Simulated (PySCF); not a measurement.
# Calculated NMR parameters of N[Si]1(N)CC[C@@H]1C=O

```
Formula                               : C4H10N2OSi
SMILES                                : N[Si]1(N)CC[C@@H]1C=O
InChI                                 : InChI=1S/C4H10N2OSi/c5-8(6)2-1-4(8)3-7/h3-4H,1-2,5-6H2/t4-/m1/s1
Point group of the computed structure : C1
Degrees of unsaturation               : 2
Carbon signals                        : 4
Proton signals                        : 8
```

Atoms are numbered as in `[NH2:1][Si:2]1([NH2:3])[CH2:4][CH2:5][C@@H:6]1[CH:7]=[O:8]`; H(Xn) means a hydrogen on atom n. Ha(C4), Ha(C5) are cis to C7 on the ring; Hb(C4), Hb(C5) are trans to C7 on the ring.

Theoretical values (PySCF): geometry from GFN2-xTB, shieldings: GIAO PBE0/pcSseg-1. One averaged value for each set of equivalent atoms, single conformer, no relativistic terms, isolated molecule.

δ = σ(ref) − σ, references computed at the same level: $^{1}$H and $^{13}$C and $^{29}$Si vs TMS; NH3 for $^{15}$N; H2O for $^{17}$O.

| carbon | δC, type | δH (multiplicity) | HMBC from (2–3 bonds) | span of the C tensor (ppm) |
| --- | --- | --- | --- | --- |
| C4 | 30.3, CH2 | Ha(C4) 1.97 (m); Hb(C4) 1.82 (m) | H(C6), Ha(C5), Hb(C5) | 72 |
| C5 | 13.9, CH2 | Ha(C5) 2.13 (m); Hb(C5) 1.80 (m) | H(C7), H(C6), Ha(C4), Hb(C4) | 18 |
| C6 | 66.6, CH | 3.21 (m) | H(C7), Ha(C5), Ha(C4), Hb(C4), Hb(C5) | 58 |
| C7 | 206.5, CH | 9.98 (d) | H(C6), Ha(C5), Hb(C5) | 192 |

Other nuclei:
```
atoms    nucleus                                       environment  δ (ppm)  σ (ppm)
H(N1)    $^{1}$H               hydrogen on a nitrogen bonded to Si     0.77    30.94
H(N3)    $^{1}$H               hydrogen on a nitrogen bonded to Si     0.74    30.97
  Si2  $^{29}$Si  silicon bonded to 2 C, 2 N, in a 4-membered ring     -8.3    357.5
   N1   $^{15}$N                        nitrogen bonded to Si, 2 H     29.3    238.4
   N3   $^{15}$N                        nitrogen bonded to Si, 2 H     25.4    242.4
   O8   $^{17}$O                                   aldehyde oxygen    662.7   -326.6
```

- Carbon types of the structure: 2 × CH, 2 × CH2, leaving 4 H on heteroatoms.
- δC 206.5: aldehyde carbonyl carbon; the double bond to the heteroatom, with no lone-pair donor beside it, deshields it most.
- δC 66.6: sp3 CH bonded to Si, α to a carbonyl.
- δC 13.9: sp3 CH2 in a ring; aliphatic region, no heteroatom directly attached.
- δH 9.98: hydrogen on an aldehyde carbonyl carbon; deshielded by the polar, anisotropic C=O bond.
- δH 0.77, 0.74: hydrogen on a nitrogen bonded to Si; exchangeable; this is the value without hydrogen bonding to other molecules.

Exchangeable OH/NH protons stand at their gas-phase positions; hydrogen bonding in a real sample shifts them, mostly to higher δ. Shifts are as computed. Against solution values, carbons near 30 ppm lie about +3 ppm off and those near 130 ppm about +5 ppm. Of 1211 compounds with measured shifts, 218 miss one by over three times the rms of a fit or turn the order of signals round; such compounds aren't used in these exercises. Unscaled 17O shifts of doubly bonded oxygen tend to come out too high, by tens of ppm or more. Experimental scales use liquid or dissolved standards, which lie at an offset from isolated NH3 (liquid NH3: subtract about 20 ppm) and H2O (liquid H2O: subtract about 36 ppm). Multiplicities follow the n + 1 count of equivalent neighbours, as no J values were calculated; m marks all less simple cases, F and P coupling included.
